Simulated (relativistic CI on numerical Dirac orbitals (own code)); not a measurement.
## Crystal-field levels of Hg⁴⁺, 5d8

Calculated by Dirac-Coulomb-Breit CI, KLI orbitals optimised for each configuration, model QED, valence Slater integrals scaled by 0.85, one configuration in a parametric crystal field (own radial code).

Field parameters in Wybourne normalisation: D3d B²₀ = −7Dσ, B⁴₀ = −14Dq − 21Dτ, B⁴₃ = −14√(10/7) Dq. The field is a parameter set, without covalency.

S is read from ⟨S²⟩ = S(S + 1).

Levels (cm⁻¹, degeneracy): 0 (2), 14 (1), 12670 (2), 24507 (1), 35684 (2), 35813 (1), 36368 (2), 39572 (1), 39792 (2), 44052 (1), 49355 (1), 49667 (2).

(1) Which field gives this pattern?
A. D3d, 10Dq = 38950, Dσ = -550, Dτ = -210 cm⁻¹
B. D3d, 10Dq = 38950, Dσ = -330, Dτ = -210 cm⁻¹
C. D3d, 10Dq = 38950, Dσ = 330, Dτ = -210 cm⁻¹
D. D3d, 10Dq = 38950, Dσ = 760, Dτ = -210 cm⁻¹

## Answers

(1) D. D3d, 10Dq = 38950, Dσ = 760, Dτ = -210 cm⁻¹, ground level with S = 0.99.
